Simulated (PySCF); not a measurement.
## Ar⁺: ionisation energy

Ar⁺ [Ne] 3s2 3p5 (2P) → Ar²⁺ [Ne] 3s2 3p4 (3P), as a difference of total energies. Computed with PySCF 2.14 in cc-pV(T+d)Z, with no relativity, point nucleus. Correlated levels: valence: [Ne] frozen. The calculations carry no spin-orbit coupling.

| method | ionisation energy (eV) | difference from reference (eV) |
| --- | --- | --- |
| UHF | 26.375 | -1.255 |
| BP86 | 27.724 | +0.094 |
| B3LYP | 27.718 | +0.088 |
| MP2 (valence) | 27.343 | -0.287 |
| SCS-MP2 (valence) | 27.338 | -0.292 |
| CCSD (valence) | 27.308 | -0.322 |
| CCSD(T) (valence) | 27.340 | -0.290 |

Reference: 27.630 eV (measured; NIST Atomic Spectra Database, ionization energies).

The reference lies between the lowest fine-structure levels, while these numbers refer to the centres of the terms.

Errors of the correlated levels include the incompleteness of this basis and the frozen core.
